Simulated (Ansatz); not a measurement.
Steps of a relaxation of C$_{2}$H$_{8}$S$_{2}$Si, SMILES `C[SiH](S)CS` with RKS PBE-D4/def2-SVP.

```sh
$ ansatz run in.yaml --threads 4 --pin off --events-out ev --progress --plain --max-ram 10444MiB
```

```yaml
crystal:
  periodic: [false, false, false]
  atoms:
    - {symbol: C, position_ang: [-1.510300, 0.305800, -0.628200]}
    - {symbol: Si, position_ang: [-0.019200, -0.613400, -0.294100]}
    - {symbol: S, position_ang: [-0.609500, -2.391500, 0.769000]}
    - {symbol: C, position_ang: [1.278400, 0.339800, 0.734200]}
    - {symbol: S, position_ang: [1.811000, 1.778800, -0.179400]}
    - {symbol: H, position_ang: [-1.346200, 1.253500, -1.246000]}
    - {symbol: H, position_ang: [-2.260300, -0.251800, -1.185500]}
    - {symbol: H, position_ang: [-1.996100, 0.703900, 0.279900]}
    - {symbol: H, position_ang: [0.601000, -1.050300, -1.524600]}
    - {symbol: H, position_ang: [0.608800, -3.013900, 0.709500]}
    - {symbol: H, position_ang: [0.748600, 0.663400, 1.700700]}
    - {symbol: H, position_ang: [2.086500, -0.290200, 0.997700]}
    - {symbol: H, position_ang: [0.627800, 2.531100, -0.118300]}
basis:
  gaussian: {orbitals: def2-SVP}
hamiltonian: {xc: pbe, dispersion: d4}
relax: {f_tol: 0.03, max_steps: 200}
```

Positions (Å) and forces (eV/Å) along the path, 6 of 6 steps:

```xyz
13
step=1 energy=-31726.5421 eV
C    -1.510    0.306   -0.628   -1.358    2.702   -0.595
Si   -0.019   -0.613   -0.294    1.649   -0.905    0.947
S    -0.610   -2.392    0.769   -0.184   -0.455    0.334
C     1.278    0.340    0.734   -3.294    0.815    0.794
S     1.811    1.779   -0.179    0.096    1.383   -0.568
H    -1.346    1.254   -1.246    0.196   -0.858    0.379
H    -2.260   -0.252   -1.185   -0.402   -0.535   -0.263
H    -1.996    0.704    0.280   -0.128   -0.173    0.312
H     0.601   -1.050   -1.525    0.562   -0.234   -1.009
H     0.609   -3.014    0.710   -0.127    0.169   -0.044
H     0.749    0.663    1.701    0.715   -0.402   -0.686
H     2.087   -0.290    0.998    1.575   -0.877    0.353
H     0.628    2.531   -0.118    0.700   -0.633    0.047
13
step=2 energy=-31726.8435 eV
C    -1.530    0.304   -0.616   -0.891    1.191   -0.394
Si   -0.007   -0.658   -0.312    0.556   -0.211    0.534
S    -0.675   -2.412    0.797    0.328    0.020   -0.123
C     1.228    0.371    0.721   -0.852   -0.221    0.520
S     1.860    1.813   -0.176   -0.201    0.525   -0.181
H    -1.322    1.234   -1.209    0.042   -0.307    0.173
H    -2.273   -0.266   -1.199   -0.106   -0.165   -0.078
H    -2.030    0.638    0.319    0.089   -0.120    0.020
H     0.662   -1.035   -1.587    0.136   -0.151   -0.225
H     0.574   -2.961    0.714   -0.131   -0.101    0.102
H     0.764    0.670    1.700    0.204   -0.115   -0.344
H     2.086   -0.257    0.978    0.501   -0.224    0.084
H     0.684    2.526   -0.113    0.324   -0.120   -0.088
13
step=3 energy=-31726.9068 eV
C    -1.560    0.354   -0.640   -0.357   -0.062    0.007
Si   -0.012   -0.652   -0.308    0.348   -0.111    0.050
S    -0.633   -2.430    0.802    0.013   -0.030   -0.007
C     1.221    0.365    0.730    0.149   -0.326    0.099
S     1.827    1.845   -0.168    0.039    0.071   -0.031
H    -1.316    1.274   -1.207    0.069    0.008    0.011
H    -2.293   -0.223   -1.245    0.081    0.027    0.047
H    -2.067    0.648    0.306    0.091   -0.027   -0.072
H     0.679   -1.055   -1.590   -0.067    0.038    0.080
H     0.577   -3.075    0.799   -0.138    0.218   -0.075
H     0.809    0.628    1.726   -0.030    0.055    0.009
H     2.132   -0.248    0.939   -0.162    0.115   -0.104
H     0.655    2.536   -0.131   -0.036    0.026   -0.015
13
step=4 energy=-31726.9198 eV
C    -1.566    0.344   -0.641   -0.086    0.002   -0.017
Si   -0.006   -0.651   -0.300    0.026   -0.043    0.015
S    -0.656   -2.414    0.805    0.091   -0.009   -0.037
C     1.231    0.355    0.738    0.031   -0.131    0.052
S     1.827    1.842   -0.162    0.054    0.036   -0.024
H    -1.315    1.265   -1.204    0.010    0.022    0.000
H    -2.291   -0.236   -1.250    0.059   -0.002    0.025
H    -2.071    0.636    0.303    0.035   -0.006   -0.012
H     0.679   -1.056   -1.580   -0.020    0.010    0.039
H     0.573   -3.011    0.774   -0.088    0.041    0.009
H     0.822    0.619    1.735   -0.012    0.030    0.006
H     2.141   -0.255    0.932   -0.062    0.056   -0.060
H     0.652    2.530   -0.136   -0.038   -0.005    0.004
13
step=5 energy=-31726.9215 eV
C    -1.563    0.347   -0.642   -0.008    0.004   -0.008
Si   -0.005   -0.652   -0.296   -0.016   -0.001   -0.004
S    -0.661   -2.413    0.806    0.024    0.004   -0.020
C     1.232    0.352    0.739    0.014   -0.039    0.035
S     1.818    1.845   -0.162    0.012    0.020   -0.007
H    -1.308    1.269   -1.203    0.000    0.001    0.002
H    -2.281   -0.236   -1.254    0.014   -0.005    0.004
H    -2.069    0.637    0.301    0.006    0.001    0.004
H     0.679   -1.058   -1.574    0.000   -0.002    0.008
H     0.567   -3.005    0.777   -0.024    0.001    0.011
H     0.830    0.614    1.740    0.002    0.011   -0.005
H     2.145   -0.254    0.918   -0.007    0.012   -0.019
H     0.636    2.521   -0.135   -0.015   -0.006    0.000
13
step=6 energy=-31726.9222 eV
C    -1.561    0.350   -0.645    0.028   -0.002    0.005
Si   -0.005   -0.652   -0.294   -0.008    0.005   -0.005
S    -0.666   -2.410    0.804   -0.026    0.007   -0.003
C     1.236    0.349    0.741    0.005    0.014    0.004
S     1.807    1.852   -0.159   -0.008    0.004    0.003
H    -1.302    1.270   -1.206   -0.007   -0.003   -0.001
H    -2.275   -0.236   -1.256   -0.008   -0.002   -0.003
H    -2.065    0.641    0.299   -0.007    0.002    0.003
H     0.680   -1.060   -1.570    0.005   -0.001   -0.005
H     0.559   -3.006    0.784    0.014   -0.011    0.006
H     0.843    0.606    1.746    0.005   -0.003   -0.005
H     2.154   -0.252    0.902    0.005   -0.004    0.000
H     0.616    2.513   -0.132    0.000   -0.007    0.001
```

Hardware: 4 threads of an Arm Neoverse V1 on a shared host. Wall time 11 s, peak host memory 0.18 GiB.
